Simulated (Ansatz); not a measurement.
A made-up structure of ZnSiH3F, closed shell:

```
6
angstrom
F -2.1573 -0.0656 0.2615
Si 1.1903 0.1698 1.0973
Zn -0.5291 -0.0824 -0.5517
H -0.4438 -1.3952 -1.3327
H -0.5494 1.0371 -1.5944
H 2.2116 0.3192 2.0725
```

It is relaxed with PBE-D4/def2-SVP and then PBE0-D4/def2-TZVP (Ansatz 0.2.0). Atoms count as bonded within 1.22 times the sum of their covalent radii (H–H: 0.88 Å). The end point is not checked to be a true minimum.

**Question.** Does its bonding change? (A judgement: the text doesn't fix the answer.)

**Answer.** The calculation gives: Yes. Formed: F1–Si2, Si2–H5; broken: F1–Zn3, Zn3–H5.

Where it ends: The first stage lowers the energy by 5.95 eV in 33 steps. It ends as ZnSiH₃F ([F][SiH2][ZnH]):
```tsv
atom	x (Å)	y (Å)	z (Å)
F1	-0.6746	-0.1378	1.8682
Si2	0.0700	0.4842	0.5753
Zn3	-0.2388	-0.9720	-1.3008
H4	-0.4381	-1.9160	-2.5204
H5	-0.4956	1.8497	0.3733
H6	1.4994	0.6747	0.9570
```

Labels in which every atom is bracketed show which atoms are joined, not bond orders.

For scale, one of the runs: PBE0-D4/def2-TZVP relaxation, 134 basis functions, launched by `ansatz run in.yaml --threads 2 --pin off --events-out ev --progress --plain --max-ram 4352MiB`. Hardware: 2 CPU threads of an Arm Neoverse V2, shared host. Wall time about 16 s.
